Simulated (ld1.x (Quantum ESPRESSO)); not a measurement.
## What one change does to a pseudopotential (caesium (Cs), RRKJ)

* Element: Cs
* Generator: ld1.x (Quantum ESPRESSO) 7.5
* Type: norm-conserving RRKJ (Kleinman–Bylander form)
* Functional: PBEsol
* Relativity: fully relativistic
* Frozen core: [Kr] 4d10 5s2
* Valence charge: 7
* Reference configuration: 5p6 5d0 6s1 6p0
* Partial waves: 5p (bound): rc 2.85 bohr; 5d (bound, empty): rc 3.50 bohr; 6s (bound): rc 3.25 bohr
* Local potential: the s channel
* Core correction: none

Open shells are filled in proportion to 2j + 1 (rel_dist='average').

All-electron outer shells of the reference configuration (PBEsol, scalar-relativistic, ld1.x):

```json
{"shell": "4d", "level (eV)": "-74.20", "outermost node (bohr)": "0.33", "outermost maximum (bohr)": "0.72"}
{"shell": "5s", "level (eV)": "-26.79", "outermost node (bohr)": "0.82", "outermost maximum (bohr)": "1.54"}
{"shell": "5p", "level (eV)": "-13.55", "outermost node (bohr)": "0.89", "outermost maximum (bohr)": "1.79"}
{"shell": "6s", "level (eV)": "-2.08", "outermost node (bohr)": "2.11", "outermost maximum (bohr)": "4.80"}
{"shell": "6p", "level (eV)": "-0.73", "outermost node (bohr)": "2.61", "outermost maximum (bohr)": "6.64"}
{"shell": "5d", "level (eV)": "-0.38", "outermost node (bohr)": "1.06", "outermost maximum (bohr)": "3.42"}
```

Change: wave 5p (bound): rc 2.85 bohr becomes 5p (bound): rc 2.36 bohr.

Cutoffs: the cutoffs (Ry, on a coarse ladder) from which the occupation-weighted sum of valence levels, in a spherical-Bessel basis at the reference potential, stays within 10 and 1 mRy of its value at 400 Ry; they do not see the model core or the augmentation charge, which bear on the density cutoff. Errors are all-electron minus pseudo energies relative to the spin-unpolarised reference configuration.

Q: How do hardness, ghosts and transferability respond?

A: The potential gets harder (15 Ry and 18 Ry → 25 Ry and 30 Ry); of the 6 tests that both files solve, the error grows in 1 and shrinks in 1 by more than 15 % and 0.3 meV (median size 5.0 → 4.7 meV); neither file shows a bound ghost. A smaller radius makes the pseudo-wave follow the all-electron one further in, where it bends more sharply, so more plane waves are needed.

| quantity | base | changed |
| --- | --- | --- |
| cutoff, loose | 15 Ry | 25 Ry |
| cutoff, tight | 18 Ry | 30 Ry |
| loose cutoff by channel (10 mRy a level) | p 8 Ry, s 6 Ry | p 18 Ry, s 6 Ry |
| bound ghosts | none | none |
| error for 5p6 5d0 6s0 6p0, meV [ΔE 3.79 eV] | +7.5 | +7.0 |
| error for 5p6 5d0 6s0.5 6p0, meV [ΔE 1.46 eV] | +2.4 | +2.4 |
| error for 5p6 5d0 6s0 6p1, meV [ΔE 1.35 eV] | -83 | -85 |
| error for 5p6 5d0.5 6s0.5 6p0, meV [ΔE 0.84 eV] | 0.0 | -0.1 |
| error for 5p6 5d1 6s0 6p0, meV [ΔE 1.66 eV] | +0.4 | +0.1 |
| error for 5p5 5d0 6s1 6p0, meV [ΔE 17.94 eV] | +308 | +396 |
| s: phases at 3.81 bohr within 0.05 rad from the reference energy up to (Ry; the scan ends near 5) | 0.0 | 0.0 |
| p1/2: phases at 3.81 bohr within 0.05 rad from the reference energy up to (Ry; the scan ends near 5) | -0.3 | -0.3 |
| p3/2: phases at 3.81 bohr within 0.05 rad from the reference energy up to (Ry; the scan ends near 5) | -0.1 | -0.1 |
| d3/2: phases at 3.81 bohr within 0.05 rad from the reference energy up to (Ry; the scan ends near 5) | 1.1 | 1.1 |
| d5/2: phases at 3.81 bohr within 0.05 rad from the reference energy up to (Ry; the scan ends near 5) | 1.1 | 1.1 |
